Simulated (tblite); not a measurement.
C5H5F3O3S.
Numbering: `[O:1]=[S:2](=[O:3])([C:4]1=[CH:5][CH2:6][O:7][CH2:8]1)[C:9]([F:10])([F:11])[F:12]` (hydrogens: H13 on C5; H14, H15 on C6; H16, H17 on C8)

Cartesian coordinates in Å at the GFN2-xTB level; atoms count from 1:
```xyz
17
C5H5F3O3S angstrom
O      1.4444   -1.3946   -1.7813
S      1.3388   -0.1530   -1.0895
O      1.7583    1.0565   -1.7168
C     -0.2734    0.0419   -0.3932
C     -0.8532    1.1939   -0.0928
C     -2.1990    0.9151    0.4927
O     -2.3272   -0.5005    0.5022
C     -1.1669   -1.1068   -0.0448
C      2.3699   -0.3216    0.4942
F      3.6546   -0.5016    0.2446
F      2.2187    0.7780    1.2327
F      1.9157   -1.3538    1.2062
H     -0.4550    2.1793   -0.2384
H     -2.2843    1.2993    1.5182
H     -3.0051    1.3568   -0.1088
H     -1.4299   -1.6986   -0.9310
H     -0.7136   -1.7783    0.6960
```

All values are computed: GFN2-xTB (tblite) harmonic vibrations without scaling, gas phase. The method is semi-empirical: single wavenumbers can be off by several per cent or more. One conformer, not necessarily the lowest.

Harmonic wavenumbers (cm⁻¹): 28.4, 38.5, 57.8, 86.5, 118.1, 130.6, 150.3, 241.7, 275.8, 287.4, 313.3, 376.4, 408.6, 467.9, 474.7, 507.4, 542.4, 663.0, 731.1, 786.5, 848.7, 939.6, 969.8, 987.2, 997.1, 1061.1, 1079.4, 1097.9, 1103.6, 1112.2, 1133.7, 1147.5, 1168.1, 1196.0, 1271.7, 1281.4, 1303.8, 1450.2, 1466.5, 1675.5, 2865.3, 2881.8, 2902.4, 2919.1, 3163.1.

A = 1411, B = 612.2, C = 575.3 MHz; mass 201.991 u (most abundant isotopes); point group C1, symmetry number 1.

Task: What is the zero-point energy?

Result: Half the sum of the wavenumbers: 22355 cm⁻¹ = 267.42 kJ/mol.

Task: Give the ideal-gas entropy at 298.15 K and 1 bar in the rigid-rotor, harmonic-oscillator model (classical rotation).

Result: Translation 175.06, rotation 129.07, vibration 172.33: S = 476.5 J/(mol K).

Task: And Cp and H(298.15 K) − H(0)?

Result: Cp = 184.25 J/(mol K), of which vibrations give 151.00 (their classical limit is 45 R = 374.2); H(298.15 K) − H(0) = 34.78 kJ/mol without the zero-point energy, 24.86 from vibrations.

Task: What must be added to the electronic energy to get the Gibbs energy at 298.15 K and 1 bar?

Result: ZPE + [H(298.15 K) − H(0)] − T·S = 267.42 + 34.78 − 142.06 = 160.14 kJ/mol.

Task: How do the functions run with temperature in this model?

Result: 
```json
{"T (K)": "50", "S (J/(mol K))": "273.3", "Cp (J/(mol K))": "69.6", "H − H(0) (kJ/mol)": "2.53", "G − H(0) (kJ/mol)": "-11.14", "ln q(vib)": "1.35"}
{"T (K)": "100", "S (J/(mol K))": "330.2", "Cp (J/(mol K))": "96.8", "H − H(0) (kJ/mol)": "6.71", "G − H(0) (kJ/mol)": "-26.31", "ln q(vib)": "3.44"}
{"T (K)": "373.15", "S (J/(mol K))": "521.1", "Cp (J/(mol K))": "214.0", "H − H(0) (kJ/mol)": "49.73", "G − H(0) (kJ/mol)": "-144.71", "ln q(vib)": "13.17"}
{"T (K)": "500", "S (J/(mol K))": "589.8", "Cp (J/(mol K))": "255.5", "H − H(0) (kJ/mol)": "79.64", "G − H(0) (kJ/mol)": "-215.25", "ln q(vib)": "17.13"}
{"T (K)": "750", "S (J/(mol K))": "704.3", "Cp (J/(mol K))": "307.9", "H − H(0) (kJ/mol)": "150.71", "G − H(0) (kJ/mol)": "-377.53", "ln q(vib)": "24.27"}
{"T (K)": "1000", "S (J/(mol K))": "797.4", "Cp (J/(mol K))": "338.1", "H − H(0) (kJ/mol)": "231.77", "G − H(0) (kJ/mol)": "-565.63", "ln q(vib)": "30.61"}
```

q(vib) and H(0) count from the zero-point level.

Hindered rotation and anharmonicity are outside this model. Other conformers, if any are populated, would add a mixing term that is left out. The structure is chiral; the term R ln 2 for an equal mix with its mirror image is left out.

Hardware: an x86-64 server with one thread (shared host). The figure is for the frequency step alone.
